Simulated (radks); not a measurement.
Q: Ru+, 43 electrons, occupied as [Kr] 4d7. Method: scalar-relativistic Kohn-Sham, PBE, spin-polarised, spherical densities, point nucleus; open shells are filled with parallel spins first (spin-orbit coupling, left out, can overturn this in heavy ions); computed with a radial shooting solver on a logarithmic mesh with Libxc functionals. Some entries of the table are withheld. Estimate them.

| orbital | occ. | eigenvalue (hartree) | <1/r> (bohr^-1) |
|---|---|---|---|
| 1s down | 1 | -806.4571 | 45.88 |
| 1s up | 1 | -806.4568 | 45.88 |
| 2s up | 1 | -116.1813 | 10.37 |
| 2s down | 1 | -116.1669 | 10.37 |
| 2p up | 3 | -104.0777 | 10.06 |
| 2p down | 3 | -104.0669 | 10.06 |
| 3s up | 1 | -20.67810 | 3.595 |
| 3s down | 1 | -20.67088 | 3.594 |
| 3p up | 3 | -16.70153 | 3.423 |
| 3p down | 3 | -16.69328 | 3.422 |
| 3d up | 5 | -10.30523 | 3.194 |
| 3d down | 5 | -10.29216 | 3.194 |
| 4s up | 1 | -3.10564 | 1.340 |
| 4s down | 1 | -3.03768 | 1.346 |
| 4p up | 3 | -2.00843 | 1.193 |
| 4p down | 3 | -1.93556 | 1.198 |
| 4d up | 5 | -0.49076 | 0.8303 |
| 4d down | 2 | -0.41832 | 0.8181 |
| 5s up | 0 | (1) | 0.4242 |
| 5s down | 0 | (2) | 0.4067 |
| 5p up | 0 | -0.23418 | 0.3251 |
| 5p down | 0 | -0.21092 | 0.3073 |

A: 
(1) 5s up eigenvalue (hartree): -0.40082
(2) 5s down eigenvalue (hartree): -0.36359
